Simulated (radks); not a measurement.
Neutral samarium, 62 electrons, occupied as [Xe] 4f6 6s1 7f1 (not the ground configuration).

Calculated with a radial shooting solver on a logarithmic mesh with Libxc functionals: Dirac Kohn-Sham, PBEsol, spin-unpolarised, spherical densities, finite nucleus; open shells fill j = l - 1/2 first; Fermi nuclear charge, rms radius 5.0819 fm.

Energy parts (Ry):
total: -20860.0036
kinetic: 22613.8004
electron-nucleus: -51096.6028
Hartree: 8087.8691
exchange-correlation: -465.0703

Orbitals (lengths in bohr, moments of r in powers of bohr; <r^-3> diverges for s and p1/2):
orbital	occ.	eigenvalue (Ry)	<r^4>	<r^2>	<r^-3>	<1/r>
1s1/2	2	-3425.845	1.319e-06	0.0007053	-	68.79
2s1/2	2	-559.8798	0.0002116	0.01106	-	16.35
2p1/2	2	-530.8038	0.0001316	0.008051	-	16.33
2p3/2	4	-486.5246	0.0001697	0.009294	8884	14.56
3s1/2	2	-122.9169	0.008345	0.07424	-	5.941
3p1/2	2	-110.3895	0.007639	0.06939	-	5.857
3p3/2	4	-101.4255	0.009246	0.07660	1854	5.410
3d3/2	4	-79.66526	0.006804	0.06160	309.4	5.285
3d5/2	6	-77.71752	0.007220	0.06363	277.2	5.173
4s1/2	2	-24.69564	0.2094	0.3791	-	2.476
4p1/2	2	-19.89321	0.2411	0.4010	-	2.371
4p3/2	4	-17.92244	0.2917	0.4411	408.4	2.219
4d3/2	4	-10.01517	0.4326	0.5142	57.24	1.999
4d5/2	6	-9.66336	0.4604	0.5303	50.62	1.961
5s1/2	2	-3.55932	7.478	2.241	-	0.9433
5p1/2	2	-2.27411	12.97	2.882	-	0.8267
5p3/2	4	-2.01342	16.48	3.242	53.20	0.7728
4f5/2	6	-0.57483	6.739	1.386	6.254	1.365
6s1/2	1	-0.55366	448.4	17.27	-	0.3213
7f5/2	1	-0.02082	5789000	2090	0.002572	0.03378

The highest occupied level is 7f5/2 at -0.283 eV. Summed over all electrons, <r^2> = 2149 bohr^2, which gives a Langevin (diamagnetic) susceptibility term of -1.7e+03 x 10^-6 cm^3/mol. The electron density at the nucleus is 5.324e+05 e/bohr^3. The density falls to 0.001 e/bohr^3 at r = 4.55 bohr.

Empty levels of this run are not shown, since the potential may be unsettled where no density lies.
